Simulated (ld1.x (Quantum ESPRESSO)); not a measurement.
Cr: one change to a PAW potential, before and after

Cr (Z = 24), PAW, made with ld1.x (Quantum ESPRESSO) 7.5 (PBEsol, scalar-relativistic). Core [Ar], reference 3d5 4s0.5 4p0.5. Waves: 4s (bound): rcut 1.95, rcutus 2.70 bohr; 4s channel at 3.75 Ry: rcut 1.95, rcutus 2.70 bohr; 4p (bound): rcut 2.35, rcutus 3.30 bohr; 4p channel at 1.5 Ry: rcut 2.35, rcutus 3.30 bohr; 3d (bound): rcut 1.75, rcutus 2.40 bohr; 3d channel at 2.1 Ry: rcut 1.75, rcutus 2.40 bohr. Local part: all-electron potential smoothed inside 2.45 bohr (lloc = -1). Core correction: a·sin(br)/r model core, default radius (ld1.x builds one for every PAW set, though the input has nlcc=.false.). Augmentation charge: BESSEL, radius 1.45 bohr.

All-electron outer shells of the reference configuration (PBEsol, scalar-relativistic, ld1.x):

```csv
shell,level (eV),outermost node (bohr),outermost maximum (bohr)
3s,-74.50,0.36,0.78
3p,-46.07,0.33,0.80
4s,-4.51,1.12,2.71
3d,-3.64,–,0.84
4p,-1.37,1.25,3.85
```

Change: waves 4p (bound): rcut 2.35, rcutus 4.48 bohr; 4p channel at 1.5 Ry: rcut 2.35, rcutus 4.48 bohr.

Cutoffs: the cutoffs (Ry, on a coarse ladder) from which the occupation-weighted sum of valence levels, in a spherical-Bessel basis at the reference potential, stays within 10 and 1 mRy of its value at 400 Ry; they do not see the model core or the augmentation charge, which bear on the density cutoff. Errors are all-electron minus pseudo energies relative to the spin-unpolarised reference configuration.

Problem. How do hardness, ghosts and transferability respond?

Solution. The potential gets neither clearly harder nor softer (18 Ry and 30 Ry → 18 Ry and 30 Ry); of the 7 tests that both files solve, the error grows in 1 and shrinks in 0 by more than 15 % and 0.3 meV (median size 83.4 → 83.4 meV); neither file shows a bound ghost.

```tsv
quantity	base	changed
cutoff, loose	18 Ry	18 Ry
cutoff, tight	30 Ry	30 Ry
bound ghosts	none	none
error for 3d5 4s1 4p0, meV [ΔE -1.55 eV]	-0.7	-1.0
error for 3d5 4s0 4p0, meV [ΔE 5.32 eV]	-5.6	-4.9
error for 3d4 4s0 4p0, meV [ΔE 21.34 eV]	-96	-95
error for 3d4 4s2 4p0, meV [ΔE -1.64 eV]	-83	-83
error for 3d2 4s0 4p0, meV [ΔE 100.36 eV]	-3555	-3556
error for 3d3 4s0 4p0, meV [ΔE 52.04 eV]	-942	-942
error for 3d4 4s1 4p1, meV [ΔE 1.99 eV]	-82	-82
lowest overlap eigenvalue by channel	s 0.72, p 0.62, d 0.91	s 0.72, p 0.92, d 0.91
```
